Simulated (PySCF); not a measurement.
Computed shifts of a molecule H₉NSi₄, PBE0/pcSseg-1 (PySCF), GIAO, gas phase, equivalent atoms averaged, in ppm (number of nuclei): ¹⁵N: 6.0 (1). ²⁹Si: -35.8 (2), -119.5 (2). ¹H: 5.29 (4), 3.74 (4), -0.22 (1). References: ¹⁵N against NH3 (σ = 267.4 ppm); ²⁹Si against TMS (σ = 352.7 ppm); ¹H against TMS (σ = 31.56 ppm), references at their B3LYP-D3(BJ)/def2-TZVP geometries, non-relativistic. Geometry: B3LYP-D3(BJ)/def2-SVP. The geometry has at least one imaginary mode, so it is a saddle point at that level. Other conformers were not sampled.

Question: Identify the compound among the candidates.
A. [SiH3][SiH]1[SiH2]N[SiH2]1
B. N[SiH]1[SiH2][SiH2][SiH2]1
C. [SiH3][Si@H]1N[SiH2][SiH2]1
D. N1[SiH2][SiH2][SiH2][SiH2]1

Answer: D, N1[SiH2][SiH2][SiH2][SiH2]1
